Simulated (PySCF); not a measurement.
Question: Give a PBE0-D3(BJ)/def2-SVP geometry of `CC1=C=CCCCCCC1`.

Answer: 
```xyz
26
C10H16 angstrom
C      3.1070   -0.1899   -0.9458
C      1.8333   -0.1323   -0.1557
C      1.1281    0.9598    0.0394
C      0.2081    1.8629    0.2773
C     -1.0951    1.9760   -0.4779
C     -2.1857    1.1211    0.1999
C     -2.3315   -0.3174   -0.3146
C     -1.0561   -1.1374   -0.5034
C     -0.1974   -1.3863    0.7442
C      1.2955   -1.4325    0.4225
H      3.9321   -0.5842   -0.3285
H      3.3998    0.8002   -1.3193
H      2.9996   -0.8719   -1.8062
H      0.3071    2.4925    1.1731
H     -1.4156    3.0295   -0.4979
H     -0.9632    1.6679   -1.5273
H     -3.1646    1.6143    0.0803
H     -1.9951    1.1162    1.2868
H     -2.8430   -0.2807   -1.2924
H     -3.0241   -0.8517    0.3596
H     -1.3340   -2.1069   -0.9502
H     -0.4375   -0.6369   -1.2655
H     -0.3684   -0.5944    1.4903
H     -0.4963   -2.3286    1.2315
H      1.8762   -1.7055    1.3221
H      1.4955   -2.2330   -0.3133
```

Any rigid rotation of these coordinates is as good. Atoms count from 1 in this order. The 9-membered ring C2–C3–C4–C5–C6–C7–C8–C9–C10 has internal angles of 110.4° to 167.4°; it is puckered, 0.37 Å rms from its mean plane. C3 (central carbon of cumulated double bonds) is bent (angle 167.4°). The 10 C–C bonds span 1.311 Å (C3=C4, drawn double) to 1.543 Å (C5–C6, drawn single), a spread of 0.232 Å. Of the pairs four or more bonds apart, C2···H22 is among the closest relative to their van der Waals radii: 2.58 Å, 89 % of the sum of Bondi's values.

Bonds between heavy atoms (Å): C1–C2 1.500, C2=C3 1.315, C3=C4 1.311, C4–C5 1.510, C5–C6 1.543, C6–C7 1.535, C7–C8 1.528, C8–C9 1.535, C9–C10 1.528, C2–C10 1.521.

Level of theory: PySCF 2.14.0, PBE0-D3(BJ)/def2-SVP geometry optimisation, gas phase.

Point group: C1 (no symmetry element, even within 0.4 Å). PBE0-D3(BJ)/def2-SVP frequencies: not computed here. The numbers are those of one conformer (C3–C4–C5–C6 90°, C4–C5–C6–C7 -92°, C5–C6–C7–C8 46°, C6–C7–C8–C9 61°).
